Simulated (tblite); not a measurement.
Problem. What does the GFN2-xTB structure of InChI=1S/C5H10N2Si/c1-4-3-6-7(8)5(4)2/h3H,1-2,8H3 look like in three dimensions?

Solution. 
Z-matrix in Å and degrees, rows numbered from 1:
```
C 
C   1  1.4903
C   2  1.4105  1  127.44
N   3  1.3108  2  111.45  1  -179.99
N   4  1.3489  3  106.49  2    -0.02
Si  5  1.7516  4  118.27  3   179.95
C   5  1.3618  4  110.50  3     0.01
C   7  1.4847  2  130.77  1    -0.02
H   1  1.0903  2  110.75  3   119.94
H   1  1.0872  2  109.96  3    -0.04
H   1  1.0903  2  110.76  3  -120.02
H   3  1.0731  2  128.04  1    -0.05
H   6  1.4511  5  104.23  4     0.20
H   6  1.4662  5  107.52  4   121.26
H   6  1.4661  5  107.52  4  -120.86
H   8  1.0898  7  110.58  2   120.27
H   8  1.0899  7  110.60  2  -120.20
H   8  1.0867  7  109.89  2     0.07
```

The 8 heavy atoms lie in one plane (0.000 Å rms). Si6 (SiH3 silicon) is distorted tetrahedral (angles from 104.2° to 113.8°). N5 (pyrrole-type nitrogen) is planar (angles 131.2°, 118.3° and 110.5°, sum 360.0°, 0.00 Å off the plane of its three neighbours). The 2 C–N bonds span 1.311 Å (C3–N4, aromatic) to 1.362 Å (N5–C7, aromatic), a spread of 0.051 Å.

The geometry is computed with GFN2-xTB (gas phase).

Point group: Cs (tolerance 0.08 Å). Its GFN2-xTB frequencies are all real (lowest 18 cm⁻¹). 2 starts were optimised and ended at 0.00 and 0.18 kcal/mol (GFN2-xTB); the lowest of these is shown.

Hardware: an Intel Xeon 6975P-C with one thread, no GPU, shared host with 192 logical CPUs at a one-minute load of 106. Cost: 0.31 s wall. This is the geometry optimisation.
